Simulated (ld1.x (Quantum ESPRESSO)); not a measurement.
What one change does to a pseudopotential (calcium, TM)

ld1.x (Quantum ESPRESSO) 7.5 input, shortened:

```
&input
   title='Ca', zed=20., rel=1, dft='REVPBE', iswitch=3,
   config='[Ar] 3d0 4s2 4p0'
 /
 &inputp
   pseudotype=2, tm=.true., lloc=-1, rcloc=1.80,
   nlcc=.false.
 /
3
3S  1  0   2.00   0.00  1.85  1.85  0.0
3P  2  1   6.00   0.00  1.85  1.85  0.0
3D  3  2   0.00   0.00  1.55  1.55  0.0
 &test
   configts(1)='3s2 3p6 3d0 4s2 4p0'
 /
```

Occupied shells without a wave of their own: 4s. They enter only through the test configuration that unscreens the potential.

Change: local potential the s channel.

Cutoffs: the cutoffs (Ry, on a coarse ladder) from which the occupation-weighted sum of valence levels, in a spherical-Bessel basis at the reference potential, stays within 10 and 1 mRy of its value at 400 Ry; they do not see the model core or the augmentation charge, which bear on the density cutoff. Errors are all-electron minus pseudo energies relative to the spin-unpolarised reference configuration.

Question: What does the change do?

Answer: The potential gets neither clearly harder nor softer (30 Ry and 55 Ry → 30 Ry and 55 Ry); the miss of the reference levels goes from 0.02 to 0.39 eV; of the 7 tests that both files solve, the error grows in 7 and shrinks in 0 by more than 15 % and 0.3 meV (median size 36.8 → 296.4 meV); the range in which the s phases agree narrows (upper end 1.3 → -0.7); the range in which the p phases agree narrows (upper end 2.8 → 0.8); neither file shows a bound ghost.

```csv
quantity,base,changed
"cutoff, loose",30 Ry,30 Ry
"cutoff, tight",55 Ry,55 Ry
bound ghosts,none,none
"largest miss of a reference level, eV",0.02,0.39
"error for 3s2 3p6 3d0 4s1 4p0, meV [ΔE 6.25 eV]",-28,-541
"error for 3s2 3p6 3d0 4s0 4p0, meV [ΔE 17.98 eV]",-84,-1528
"error for 3s2 3p6 3d0 4s1.5 4p0, meV [ΔE 2.48 eV]",-12,-229
"error for 3s1 3p6 3d0 4s2 4p0, meV [ΔE 54.29 eV]",-56,+192
"error for 3s2 3p6 3d1 4s0 4p0, meV [ΔE 7.60 eV]",-37,-827
"error for 3s2 3p5 3d0 4s2 4p0, meV [ΔE 34.68 eV]",+47,+238
"error for 3s2 3p6 3d1 4s1 4p0, meV [ΔE 2.28 eV]",-12,-296
s: phases at 2.01 bohr within 0.05 rad from the reference energy up to (Ry; the scan ends near 5),1.3,-0.7
p: phases at 2.01 bohr within 0.05 rad from the reference energy up to (Ry; the scan ends near 5),2.8,0.8
d: phases at 2.01 bohr within 0.05 rad from the reference energy up to (Ry; the scan ends near 5),3.3,2.3
```

Base: The cutoffs count occupied waves only; the empty 3d level needs 55 Ry at the loose tolerance. Changed file: The cutoffs count occupied waves only; the empty 3d level needs 60 Ry at the loose tolerance. The 4s level has no wave, so the channel is fitted at the deeper level alone: the likely source of the large errors.
